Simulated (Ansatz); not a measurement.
# Four-centre ligand exchange

Start structure (Si3H9F, singlet), relaxed at PBE0-D4/def2-TZVP:

Si1  (-1.447, 0.093, 1.110)
F2  (-1.171, 1.502, 1.828)
H3  (-1.681, 0.360, -0.334)
H4  (-2.691, -0.476, 1.692)
Si5  (0.373, -1.343, 1.453)
H6  (0.926, 1.679, -0.760)
Si7  (0.870, 0.975, -2.066)
H8  (0.452, -1.730, 2.887)
H9  (0.164, -2.568, 0.634)
H10  (1.651, -0.699, 1.052)
H11  (2.110, 1.251, -2.834)
H12  (-0.310, 1.444, -2.834)
H13  (0.754, -0.488, -1.830)
(Å)

The step: Si₂H₅F ([F][SiH2][SiH3]) + SiH₄ → Si₃H₈ ([SiH3][SiH2][SiH3]) + HF; bonds formed: Si1–Si7, F2–H6; bonds broken: Si1–F2, H6–Si7. Computed with Ansatz 0.2.0 (basis: def2-TZVPP and def2-QZVPP); correlated methods freeze the cores. Extrapolation: Hartree–Fock as exp(−7.88 √X), correlation as X^−2.97. Energies below are by CCSD(T) at an estimated basis limit (MP2 extrapolated from triple and quadruple zeta, plus CCSD(T) − MP2 in triple zeta).

(1) What are the electronic barrier and the energy of the step, from the start structure to the end structure? (To be estimated.)

No T1 diagnostic of these runs exceeds 0.015.

## Answers

(1) The calculation gives: Barrier 67.26 kcal/mol; step energy 25.85 kcal/mol (uphill); reverse barrier, their difference, 41.42 kcal/mol. Barrier and step energy count from the start structure, the reverse barrier from the end structure.

The saddle point: One imaginary mode of 1155i cm⁻¹.
```
   pair  start (Å)  saddle (Å)  end (Å)
Si1–Si7       4.03        2.57     2.34
  F2–H6       3.34        1.21     0.93
 Si1–F2       1.61        1.99     3.34
 H6–Si7       1.48        1.80     2.76
```

Zero-point energy (harmonic, PBE0-D4): ZPE is 48.00 kcal/mol at the start and 46.68 kcal/mol at the saddle, so the barrier goes from 67.26 to 65.95 kcal/mol.

Labels in which every atom is bracketed show which atoms are joined, not bond orders.

For scale, one of the runs: CCSD(T)/def2-TZVPP, 283 basis functions, launched by `ansatz run in.yaml --threads 8 --pin off --events-out ev --progress --plain --max-ram 19148MiB`. Hardware: 8 CPU threads of an Arm Neoverse V2, shared host. Wall time 78 s; peak host memory 7.6 GiB.
